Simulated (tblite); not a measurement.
Species: C7H5BO4.
SMILES with atom numbers: `[O:1]=[C:2]([OH:3])[c:4]1[cH:5][cH:6][c:7]2[c:8]([cH:9]1)[O:10][BH:11][O:12]2` (hydrogens: H13 on O3; H14 on C5; H15 on C6; H16 on C9; H17 on B11)

Computed with GFN2-xTB (tblite), gas phase: L-BFGS steps from a force-field or distance-geometry start until the largest atomic force falls under 0.01 eV/Å.

Step 4: E = -956.2898 eV
```
atom  x, y, z in Å  |  force x, y, z in eV/Å
O1      3.3853    0.9960    0.2565    0.032  -0.103  -0.028
C2      2.6652    0.0591    0.0189   -0.233   0.100   0.035
O3      3.1543   -1.1639   -0.2827   -0.531   0.030   0.009
C4      1.1594    0.1754    0.0421   -0.258  -0.035   0.014
C5      0.5664    1.4190    0.3551   -0.120  -0.170  -0.049
C6     -0.8170    1.5899    0.3955    0.244   0.088   0.013
C7     -1.6179    0.4951    0.1168   -0.352   0.195   0.046
C8     -1.0494   -0.7367   -0.1891    0.091  -0.519  -0.129
C9      0.3213   -0.9174   -0.2303    0.278   0.017   0.013
O10    -2.0640   -1.6279   -0.4140    0.408  -0.267  -0.067
B11    -3.2419   -0.9488   -0.2490    0.553   0.236   0.061
O12    -2.9745    0.3588    0.0781    0.077   0.505   0.128
H13     4.1277   -1.2347   -0.2902   -0.352   0.441   0.100
H14     1.1915    2.2774    0.5743    0.039  -0.251  -0.068
H15    -1.2635    2.5464    0.6352    0.131  -0.102  -0.023
H16     0.7476   -1.8762   -0.4614    0.045  -0.135  -0.049
H17    -4.2974   -1.3996   -0.3657   -0.053  -0.030  -0.007
```

Step 5: E = -956.3393 eV
```
atom  x, y, z in Å  |  force x, y, z in eV/Å
O1      3.3904    0.9897    0.2541    0.054   0.095   0.035
C2      2.6546    0.0671    0.0232   -0.330  -0.222  -0.079
O3      3.1240   -1.1611   -0.2827   -0.290   0.072   0.035
C4      1.1570    0.1686    0.0429   -0.265   0.052   0.008
C5      0.5656    1.4062    0.3490   -0.174   0.069   0.060
C6     -0.8135    1.5861    0.3949    0.168   0.052  -0.009
C7     -1.6165    0.4944    0.1176   -0.185   0.198   0.029
C8     -1.0473   -0.7381   -0.1899    0.239  -0.476  -0.109
C9      0.3232   -0.9239   -0.2318    0.165   0.072   0.032
O10    -2.0577   -1.6273   -0.4139    0.344  -0.293  -0.072
B11    -3.2300   -0.9436   -0.2469    0.665   0.284   0.060
O12    -2.9685    0.3636    0.0784    0.029   0.450   0.132
H13     4.0975   -1.2040   -0.2831   -0.254   0.251   0.051
H14     1.1904    2.2600    0.5703    0.120  -0.144  -0.052
H15    -1.2562    2.5415    0.6341    0.103  -0.022  -0.004
H16     0.7519   -1.8780   -0.4629    0.057  -0.243  -0.071
H17    -4.2719   -1.3892   -0.3631   -0.446  -0.194  -0.048
```

**Question.** Estimate the geometry and energy of step 6. (The exact step hangs on the optimiser's Hessian estimate; all steps are aligned on step 5, rigid shifts and turns removed.)

**Answer.** E = -956.3775 eV, largest force 0.398 eV/Å
```
atom  x, y, z in Å  |  force x, y, z in eV/Å
O1      3.3944    0.9832    0.2520   -0.105   0.081   0.040
C2      2.6393    0.0731    0.0264   -0.211  -0.263  -0.110
O3      3.0913   -1.1576   -0.2821   -0.065   0.065   0.044
C4      1.1514    0.1635    0.0438   -0.220   0.196   0.024
C5      0.5622    1.3967    0.3448   -0.045   0.141   0.109
C6     -0.8093    1.5818    0.3936   -0.025   0.156   0.012
C7     -1.6139    0.4955    0.1183    0.033  -0.018  -0.034
C8     -1.0397   -0.7436   -0.1915    0.034  -0.181  -0.031
C9      0.3255   -0.9300   -0.2330    0.238  -0.090  -0.005
O10    -2.0459   -1.6328   -0.4154    0.176  -0.070  -0.017
B11    -3.2096   -0.9348   -0.2441    0.246   0.091   0.003
O12    -2.9631    0.3762    0.0811    0.141   0.123   0.061
H13     4.0637   -1.1705   -0.2755   -0.131   0.059   0.003
H14     1.1918    2.2409    0.5654    0.208   0.018  -0.016
H15    -1.2474    2.5373    0.6332    0.068   0.035   0.007
H16     0.7573   -1.8844   -0.4656    0.022  -0.186  -0.053
H17    -4.2551   -1.3826   -0.3614   -0.364  -0.156  -0.037
```

The energy changes by -0.0381 eV. The first-order estimate −F·Δx gives -0.0614 eV and the mean of the old and new forces, exact on a quadratic surface, -0.0381 eV. The step makes an angle of 58° with the force vector and moves no atom by more than 0.048 Å.

What follows is the cost of the whole relaxation. The run took 0.27 s wall on one thread of an Arm Neoverse N1, no GPU, shared host with 64 logical CPUs at a one-minute load of 56.
